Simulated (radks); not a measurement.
Values are calculated unless marked as measured or tabulated.
Charge is removed step by step from the 3d down level of the tungsten ion W+, starting from [Ar] 3d(up 5, down 5) 4s2 4p6 4d10 4f14 5s2 5p6 5d4 6s1. Level of theory: scalar-relativistic Kohn-Sham, PBEsol, spin-polarised, spherical densities, finite nucleus; open shells are filled with parallel spins first (spin-orbit coupling, left out, can overturn this in heavy ions); Fermi nuclear charge, rms radius 5.3658 fm (a radial shooting solver on a logarithmic mesh with Libxc functionals).

removed (e)  E - E(0) (eV)  eigenvalue (eV)  E minus straight line (eV)
0                    0.000          -1811.1                       0.000
0.1                 181.12          -1817.2                      -2.811
0.2                 362.86          -1823.4                      -5.007
0.3                 545.21          -1829.6                      -6.585
0.4                 728.19          -1835.8                      -7.540
0.5                 911.79          -1842.1                      -7.869
0.6                 1096.0          -1848.5                      -7.568
0.7                 1280.9          -1854.8                      -6.634
0.8                 1466.4          -1861.2                      -5.064
0.9                 1652.5          -1867.6                      -2.853
1                   1839.3          -1874.1                       0.000

Removing the whole electron costs 1839.3 eV by Delta-SCF, against 1811.1 eV from minus the eigenvalue at the starting occupation. Slater's transition state (half an electron removed) gives 1842.1 eV. Integrating minus the eigenvalue over the occupation (Janak's theorem) gives 1842.3 eV. In this scalar-relativistic scheme the density is built from large components alone, so the theorem holds only approximately. The mean slope of the eigenvalue, de/dn, is 63.0 eV per electron.
